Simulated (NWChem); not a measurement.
System: CH₄Se₂; SMILES C[Se][SeH]

Input file for NWChem:

```
start job
memory heap 200 mb stack 900 mb global 1100 mb
geometry units angstroms
  Se    -0.444438    -0.936826     0.024421
  C      1.387129    -1.661942     0.010910
  H      1.278081    -2.761071     0.107936
  H      1.960136    -1.268016     0.869784
  H      1.893868    -1.420714    -0.941432
  Se     0.007535     1.366081     0.040601
  H      0.094699     1.554049    -1.438937
end
basis spherical
  Se library 6-31g*
  C library 6-31g*
  H library 6-31g*
end
dft
  xc hfexch
  iterations 150
end
driver
  maxiter 120
end
task dft optimize
task dft freq
```

NWChem printed, in part:

```
             Northwest Computational Chemistry Package (NWChem) 7.3.0
             --------------------------------------------------------

 C1  symmetry detected

                             Geometry "geometry" -> ""
                             -------------------------

 Output coordinates in angstroms (scale by  1.889725989 to convert to a.u.)

  No.       Tag          Charge          X              Y              Z
 ---- ---------------- ---------- -------------- -------------- --------------
    1 Se                  34.0000    -0.43609499    -0.94237129     0.00799351
    2 C                    6.0000     1.38908863    -1.68351381     0.01309017
    3 H                    1.0000     1.26940261    -2.78171167     0.10809957
    4 H                    1.0000     1.95649423    -1.29522909     0.87822896
    5 H                    1.0000     1.90787346    -1.44607384    -0.93370189
    6 Se                  34.0000     0.03584631     1.35647116     0.03072708
    7 H                    1.0000     0.14015289     1.54470168    -1.44766787

 Effective nuclear repulsion energy (a.u.)     412.5528679735

                                Z-matrix (autoz)
                                --------

 Units are Angstrom for bonds and degrees for angles

      Type          Name      I     J     K     L     M      Value
      ----------- --------  ----- ----- ----- ----- ----- ----------
    1 Stretch                  1     2                       1.96993
    2 Stretch                  1     6                       2.34690
    3 Stretch                  2     3                       1.10878
    4 Stretch                  2     4                       1.10507
    5 Stretch                  2     5                       1.10541
    6 Stretch                  6     7                       1.49398
    7 Bend                     1     2     3               105.83376
    8 Bend                     1     2     4               110.21605
    9 Bend                     1     2     5               110.59756
   10 Bend                     1     6     7                97.34638
   11 Bend                     2     1     6               100.49698
   12 Bend                     3     2     4               109.65492
   13 Bend                     3     2     5               109.68208
   14 Bend                     4     2     5               110.73821
   15 Torsion                  2     1     6     7          87.76557
   16 Torsion                  3     2     1     6         174.34028
   17 Torsion                  4     2     1     6          55.85002
   18 Torsion                  5     2     1     6         -66.93650

  xc_inp: hfexch multiplicative factor not found.

                           NWChem Geometry Optimization
                           ----------------------------

 maximum gradient threshold         (gmax) =   0.000450
 rms gradient threshold             (grms) =   0.000300
 maximum cartesian step threshold   (xmax) =   0.001800
 rms cartesian step threshold       (xrms) =   0.001200
 fixed trust radius                (trust) =   0.300000
 source of zmatrix                         =   autoz

          -------------------
          Energy Minimization
          -------------------

 Using diagonal initial Hessian
 Scaling for Hessian diagonals: bonds = 1.00  angles = 0.25  torsions = 0.10

          --------
          Step   0

                                 NWChem DFT Module
                                 -----------------

 Summary of "ao basis" -> "ao basis" (spherical)
 ------------------------------------------------------------------------------
       Tag                 Description            Shells   Functions and Types
 ---------------- ------------------------------  ------  ---------------------
 Se                          6-31g*                 12       32   5s4p3d
 C                           6-31g*                  6       14   3s2p1d
 H                           6-31g*                  2        2   2s

            General Information
            -------------------
          SCF calculation type: DFT
          Wavefunction type:  closed shell.
          No. of atoms     :     7
          No. of electrons :    78
           Alpha electrons :    39
            Beta electrons :    39
          Charge           :     0
          Spin multiplicity:     1
          Use of symmetry is: off; symmetry adaption is: off
          Maximum number of iterations: 150
          AO basis - number of functions:    86
                     number of shells:    38
          Convergence on energy requested:  1.00D-06
          Convergence on density requested:  1.00D-05
          Convergence on gradient requested:  5.00D-04

              XC Information
              --------------
                     Hartree-Fock (Exact) Exchange  1.000

      Superposition of Atomic Density Guess
      -------------------------------------

 Sum of atomic energies:       -4838.66387084

      Non-variational initial energy
      ------------------------------

 Total energy =   -4839.574712
 1-e energy   =   -7560.770283
 2-e energy   =    2308.642702
 HOMO         =      -0.249050
 LUMO         =      -0.029295

   convergence    iter        energy       DeltaE   RMS-Dens  Diis-err
 ---------------- ----- ----------------- --------- --------- ---------
 d= 0,ls=0.0,diis     1  -4839.2459547493 -5.25D+03  4.11D-03  1.25D-01
 d= 0,ls=0.0,diis     2  -4839.2721196774 -2.62D-02  1.42D-03  1.20D-02
 d= 0,ls=0.0,diis     3  -4839.2743520142 -2.23D-03  4.87D-04  1.46D-03
 d= 0,ls=0.0,diis     4  -4839.2746610704 -3.09D-04  1.32D-04  6.53D-05
 d= 0,ls=0.0,diis     5  -4839.2746775194 -1.64D-05  4.92D-05  5.16D-06
  Resetting Diis
 d= 0,ls=0.0,diis     6  -4839.2746792142 -1.69D-06  1.12D-05  3.46D-07
 d= 0,ls=0.0,diis     7  -4839.2746793233 -1.09D-07  3.42D-06  4.50D-08

         Total DFT energy =    -4839.274679323253
      One electron energy =    -7562.986313398727
           Coulomb energy =     2488.681603121843
    Exchange-Corr. energy =     -177.522837019861
 Nuclear repulsion energy =      412.552867973492

 Numeric. integr. density =        0.000000000000

                       DFT Final Molecular Orbital Analysis
                       ------------------------------------

 Vector   37  Occ=2.000000D+00  E=-4.200912D-01
              MO Center= -2.0D-01,  9.9D-02,  6.6D-02, r^2= 3.6D+00
   Bfn.  Coefficient  Atom+Function         Bfn.  Coefficient  Atom+Function
  ----- ------------  ---------------      ----- ------------  ---------------
    64      0.480453  6 Se py                12     -0.376508  1 Se py
    11     -0.308967  1 Se px                60     -0.207924  6 Se py
    10     -0.184516  1 Se s                 68      0.172706  6 Se py
     8      0.162996  1 Se py                65      0.151764  6 Se pz
    62     -0.139060  6 Se s                  7      0.134830  1 Se px

 Vector   38  Occ=2.000000D+00  E=-3.523584D-01
              MO Center=  1.8D-02,  9.0D-01,  3.9D-02, r^2= 2.9D+00
   Bfn.  Coefficient  Atom+Function         Bfn.  Coefficient  Atom+Function
  ----- ------------  ---------------      ----- ------------  ---------------
    63      0.678217  6 Se px                67      0.361204  6 Se px
    59     -0.287189  6 Se px                11     -0.186496  1 Se px
    13      0.165843  1 Se pz                35      0.115682  2 C  px
    38     -0.110344  2 C  s                 14      0.107599  1 Se s
    39      0.100493  2 C  px                10     -0.095695  1 Se s

 Vector   39  Occ=2.000000D+00  E=-3.412608D-01
              MO Center= -2.7D-01, -6.8D-01, -4.7D-02, r^2= 2.7D+00
   Bfn.  Coefficient  Atom+Function         Bfn.  Coefficient  Atom+Function
  ----- ------------  ---------------      ----- ------------  ---------------
    13      0.701539  1 Se pz                17      0.375638  1 Se pz
     9     -0.295574  1 Se pz                63     -0.160896  6 Se px
    86      0.143150  7 H  s                 65     -0.136594  6 Se pz
    50     -0.106606  4 H  s                 52      0.101060  5 H  s
    66     -0.101177  6 Se s                 62      0.088535  6 Se s

 Vector   40  Occ=0.000000D+00  E= 7.229479D-02
              MO Center= -1.8D-01,  2.2D-01,  8.3D-03, r^2= 5.2D+00
   Bfn.  Coefficient  Atom+Function         Bfn.  Coefficient  Atom+Function
  ----- ------------  ---------------      ----- ------------  ---------------
    68      0.919519  6 Se py                16      0.913826  1 Se py
    14      0.639034  1 Se s                 66     -0.637194  6 Se s
    12      0.454697  1 Se py                64      0.407521  6 Se py
    10     -0.228602  1 Se s                 62      0.215888  6 Se s
     8     -0.197422  1 Se py                15      0.198208  1 Se px

 Vector   41  Occ=0.000000D+00  E= 1.558121D-01
              MO Center=  1.1D-01,  7.0D-01, -2.2D-01, r^2= 5.0D+00
   Bfn.  Coefficient  Atom+Function         Bfn.  Coefficient  Atom+Function
  ----- ------------  ---------------      ----- ------------  ---------------
    86      1.299951  7 H  s                 69      0.964506  6 Se pz
    38     -0.819341  2 C  s                 66     -0.802792  6 Se s
    14      0.718575  1 Se s                 15      0.642995  1 Se px
    65      0.351098  6 Se pz                62      0.274056  6 Se s
    39      0.256224  2 C  px                50      0.250664  4 H  s

[...]

      ----------------------
      Optimization converged
      ----------------------

  Step       Energy      Delta E   Gmax     Grms     Xrms     Xmax
  ---- ---------------- -------- -------- -------- -------- --------
@   10   -4839.27667251 -4.0D-09  0.00001  0.00000  0.00074  0.00150
                                     ok       ok       ok       ok

                                Z-matrix (autoz)
                                --------

 Units are Angstrom for bonds and degrees for angles

      Type          Name      I     J     K     L     M      Value     Gradient
      ----------- --------  ----- ----- ----- ----- ----- ---------- ----------
    1 Stretch                  1     2                       1.95874    0.00001
    2 Stretch                  1     6                       2.32985    0.00000
    3 Stretch                  2     3                       1.08267   -0.00000
    4 Stretch                  2     4                       1.07891    0.00000
    5 Stretch                  2     5                       1.07910   -0.00000
    6 Stretch                  6     7                       1.46062   -0.00000
    7 Bend                     1     2     3               106.20005    0.00000
    8 Bend                     1     2     4               110.09493    0.00000
    9 Bend                     1     2     5               110.35337   -0.00000
   10 Bend                     1     6     7                97.48401   -0.00000
   11 Bend                     2     1     6               100.49215    0.00000
   12 Bend                     3     2     4               109.78182   -0.00000
   13 Bend                     3     2     5               109.71678   -0.00000
   14 Bend                     4     2     5               110.59879    0.00000
   15 Torsion                  2     1     6     7          87.70816   -0.00001
   16 Torsion                  3     2     1     6         176.31953   -0.00001
   17 Torsion                  4     2     1     6          57.53171   -0.00001
   18 Torsion                  5     2     1     6         -64.83211   -0.00001

                         Geometry "geometry" -> "geometry"
                         ---------------------------------

 Output coordinates in angstroms (scale by  1.889725989 to convert to a.u.)

  No.       Tag          Charge          X              Y              Z
 ---- ---------------- ---------- -------------- -------------- --------------
    1 Se                  34.0000    -0.42483399    -0.93611860     0.02058086
    2 C                    6.0000     1.38768909    -1.67868461     0.01466373
    3 H                    1.0000     1.27418296    -2.75307076     0.08530140
    4 H                    1.0000     1.94079636    -1.31319427     0.86585853
    5 H                    1.0000     1.89393026    -1.42570985    -0.90413368
    6 Se                  34.0000     0.05102053     1.34459995     0.01123827
    7 H                    1.0000     0.13997793     1.51445128    -1.43673959

 Effective nuclear repulsion energy (a.u.)     415.9467242378

                Final and change from initial internal coordinates
                --------------------------------------------------

                                Z-matrix (autoz)
                                --------

 Units are Angstrom for bonds and degrees for angles

[...]

 Rotational Constants
 --------------------
 A=   0.337403 cm-1  (  0.485436 K)
 B=   0.064168 cm-1  (  0.092321 K)
 C=   0.055208 cm-1  (  0.079430 K)

 Temperature                      =   298.15K
 frequency scaling parameter      =   1.0000

 Zero-Point correction to Energy  =   30.898 kcal/mol  (  0.049239 au)
 Thermal correction to Energy     =   34.158 kcal/mol  (  0.054435 au)
 Thermal correction to Enthalpy   =   34.750 kcal/mol  (  0.055378 au)

 Total Entropy                    =   76.587 cal/mol-K
   - Translational                =   41.348 cal/mol-K (mol. weight = 173.8679)
   - Rotational                   =   26.692 cal/mol-K (symmetry #  =        1)
   - Vibrational                  =    8.547 cal/mol-K

 Cv (constant volume heat capacity) =   15.553 cal/mol-K
   - Translational                  =    2.979 cal/mol-K
   - Rotational                     =    2.979 cal/mol-K
   - Vibrational                    =    9.594 cal/mol-K

[normal modes left out]

 ----------------------------------------------------------------------------
 Normal Eigenvalue ||           Projected Infra Red Intensities
  Mode   [cm**-1]  || [atomic units] [(debye/angs)**2] [(KM/mol)] [arbitrary]
 ------ ---------- || -------------- ----------------- ---------- -----------
    1       -0.000 ||    0.002265           0.052         2.208       3.033
    2       -0.000 ||    0.000174           0.004         0.170       0.233
    3       -0.000 ||    0.000003           0.000         0.002       0.003
    4       -0.000 ||    0.000261           0.006         0.255       0.350
    5        0.000 ||    0.000466           0.011         0.454       0.623
    6        0.000 ||    0.000064           0.001         0.062       0.086
    7      157.167 ||    0.000154           0.004         0.150       0.206
    8      185.805 ||    0.000235           0.005         0.229       0.314
    9      271.178 ||    0.009220           0.213         8.989      12.345
   10      318.593 ||    0.000395           0.009         0.385       0.529
   11      629.115 ||    0.000847           0.020         0.826       1.134
   12      825.846 ||    0.011173           0.258        10.892      14.960
   13     1016.990 ||    0.006086           0.140         5.933       8.148
   14     1018.520 ||    0.010761           0.248        10.490      14.408
   15     1472.465 ||    0.021038           0.485        20.509      28.168
   16     1608.118 ||    0.006387           0.147         6.227       8.552
   17     1622.544 ||    0.007705           0.178         7.511      10.315
   18     2576.417 ||    0.042080           0.971        41.022      56.340
   19     3236.581 ||    0.026179           0.604        25.521      35.051
   20     3329.497 ||    0.005417           0.125         5.280       7.252
   21     3354.866 ||    0.005937           0.137         5.788       7.949
 ----------------------------------------------------------------------------
```

Level: Hartree-Fock/6-31G* (spherical d). This build's default masses of Se (78.918 u) and Br (79.917 u) are each other's, which moves their modes by up to 0.6 %.
